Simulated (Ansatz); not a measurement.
Cost and result for the atomization energy of CH$_{4}$Cl$_{2}$O$_{2}$Sn, SMILES `C[O][Sn]([OH])([Cl])[Cl]` (10 atoms, 9 bonds).

```xyz
10

C     0.853    0.152    1.526
O     0.549    0.645    0.235
Sn   -0.670   -0.290   -0.942
O    -0.737    0.748   -2.568
Cl    0.077   -2.422   -1.363
Cl   -2.760   -0.456   -0.002
H     1.559    0.849    1.982
H     1.322   -0.837    1.488
H    -0.037    0.097    2.164
H    -0.155    1.513   -2.520
```

Charge 0, multiplicity 1. Correlated methods include outer-core shells of Sn, which these sets cover unevenly. Sn takes the def2 core potential. The geometry is a stationary point of PBE0-D4/def2-TZVP. It is one conformer, not always the lowest. Program: Ansatz. All runs use 2 threads of an AMD EPYC 7R13 on a shared host and a share of an NVIDIA H100 80 GB. Times are those of one run each, without the atoms' runs, and a repeat can differ threefold. Electronic energies, without spin–orbit coupling; frozen cores. CCSD(T)/CBS adds CCSD(T) − MP2 in def2-TZVPP to the MP2 limit, and its time is that of the two runs behind it. T1 = 0.013. With those shells the extrapolation isn't a true limit. B3LYP takes the VWN-RPA correlation (the form of Gaussian; ORCA's B3LYP/G).

CCSD(T)/CBS is a level of theory with its own doubt, some kJ/mol a heavy atom from the limit and from the frozen cores, so smaller differences don't rank the functionals.

```json
{"level": "PBE0-D4/def2-TZVPP", "functions": "283", "wall time": "5.5 s", "atomization (kcal/mol)": "811.9", "difference from CCSD(T)/CBS": "-13.4", "per bond": "-1.5"}
{"level": "B3LYP-D4/def2-TZVPP (with forces)", "functions": "283", "wall time": "6.5 s", "atomization (kcal/mol)": "807.6", "difference from CCSD(T)/CBS": "-17.7", "per bond": "-2.0"}
{"level": "MP2/def2-QZVPP", "functions": "513", "wall time": "7 s", "atomization (kcal/mol)": "835.5", "difference from CCSD(T)/CBS": "10.2", "per bond": "1.1"}
{"level": "ωB97X-V/def2-TZVPP", "functions": "283", "wall time": "7.5 s", "atomization (kcal/mol)": "820.6", "difference from CCSD(T)/CBS": "-4.7", "per bond": "-0.5"}
{"level": "PBE-D4/def2-TZVPP (with forces)", "functions": "283", "wall time": "8 s", "atomization (kcal/mol)": "834.8", "difference from CCSD(T)/CBS": "9.5", "per bond": "1.1"}
{"level": "r2SCAN-D4/def2-TZVPP (with forces)", "functions": "283", "wall time": "9 s", "atomization (kcal/mol)": "819.7", "difference from CCSD(T)/CBS": "-5.6", "per bond": "-0.6"}
{"level": "B2PLYP/def2-TZVPP", "functions": "283", "wall time": "9 s", "atomization (kcal/mol)": "802.0", "difference from CCSD(T)/CBS": "-23.3", "per bond": "-2.6"}
{"level": "ωB97M-V/def2-TZVPP (with forces)", "functions": "283", "wall time": "9.5 s", "atomization (kcal/mol)": "817.6", "difference from CCSD(T)/CBS": "-7.7", "per bond": "-0.8"}
{"level": "CCSD(T)/def2-TZVPP", "functions": "283", "wall time": "13 s", "atomization (kcal/mol)": "793.9", "difference from CCSD(T)/CBS": "-31.4", "per bond": "-3.5"}
{"level": "CCSD(T)/CBS(def2)", "functions": "–", "wall time": "20 s", "atomization (kcal/mol)": "825.3", "difference from CCSD(T)/CBS": "0.0", "per bond": "0.0"}
```

In def2-TZVPP, CCSD(T) changes the Hartree–Fock value by +236.8 kcal/mol (the triples alone add +17.7 kcal/mol) and MP2 by +259.5 kcal/mol; breaking electron pairs costs correlation energy, which Hartree–Fock lacks. The D4 term adds +10.7 kcal/mol with B3LYP and +5.7 kcal/mol with PBE0; it sums over pairs of atoms, weighted by their polarisabilities, and B3LYP, whose exchange is more repulsive, gets the larger term. From PBE to PBE0 (25 % exact exchange), in def2-TZVPP and without D4, the atomization energy moves by −22.1 kcal/mol: exact exchange takes away binding that semilocal exchange gives to molecules.

Spin–orbit coupling would lower the free Sn atoms strongly, and the atomization energy with them, by more than many differences here. For some Ge, Se and Sn compounds the MP2-based and the directly extrapolated limit differ by 10 to 25 kJ/mol.
